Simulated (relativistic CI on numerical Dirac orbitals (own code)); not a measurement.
**Gd⁷⁺: sensitivity of the levels to the model**

Base calculation: Dirac-Coulomb-Breit CI, separate exchange-only KLI orbitals for each configuration, QED by a radiative potential, unscaled Slater integrals.

Configuration list (outside the closed core [Kr] 4d10): 4f6 5s2 5p3, 4f5 5s 5p5. The list is cut by size and lacks configurations that can hold low levels.

Variants: (1) QED terms removed. Shifts of the energy above 4f6 5s2 5p3 10F°_3/2, in cm⁻¹, for the lowest level and the first level of each name with at least 55 % of one term (blank where a level changes its place among those of its configuration and J or its character, or is not in the variant):

| Level | Base | Δ(1) |
| --- | --- | --- |
| 4f6 5s2 5p3 10F°_3/2 | 0.0 | 0.0 |
| 4f6 5s2 5p3 10F°_5/2 | 1381.5 | -6.4 |
| 4f6 5s2 5p3 10F°_7/2 | 2983.9 | -13.6 |
| 4f6 5s2 5p3 10F°_9/2 | 4532.9 | -20.5 |
| 4f6 5s2 5p3 10F°_11/2 | 5764.8 | -26.0 |
| 4f6 5s2 5p3 10F°_13/2 | 6493.2 | -29.7 |
| 4f6 5s2 5p3 10F°_15/2 | 6636.0 | -31.7 |
| 4f6 5s2 5p3 8F°_1/2 | 22285.3 | +6.2 |
| 4f6 5s2 5p3 8F°_3/2 | 23028.4 | +1.2 |
| 4f6 5s2 5p3 8F°_5/2 | 24270.6 | -4.0 |
| 4f6 5s2 5p3 8F°_13/2 | 32573.9 | -22.6 |
| 4f6 5s2 5p3 8L°_11/2 | 43061.8 | -6.2 |
| 4f6 5s2 5p3 8L°_9/2 | 43187.5 | -3.7 |
| 4f6 5s2 5p3 8L°_13/2 | 43243.7 | -6.8 |
| 4f6 5s2 5p3 8L°_17/2 | 44564.4 | -17.3 |
| 4f6 5s2 5p3 8G°_3/2 | 44928.6 | -10.3 |
| 4f6 5s2 5p3 8L°_19/2 | 45330.7 | -21.9 |
| 4f6 5s2 5p3 8D°_11/2 | 45346.7 | -39.7 |
| 4f6 5s2 5p3 8L°_21/2 | 46028.2 | -25.1 |
| 4f6 5s2 5p3 6D°_1/2 | 46391.4 | +7.6 |
| 4f6 5s2 5p3 8L°_23/2 | 46531.0 | -25.2 |
| 4f6 5s2 5p3 8H°_17/2 | 50564.0 | -22.3 |

At this charge configurations can still be misplaced by up to about 7 % of their energy. Terms inside the open d or f shell come out 10 to 20 % too wide with unscaled integrals. Levels and lines within the n = 5 or 6 shells can be off by up to 10 % or somewhat more, and those that change n by about 2 %, since core polarisation is missing.

LS names give the leading component of a level, which can be under half, so a name can repeat, a term be missing and a line seem to break the LS rules.
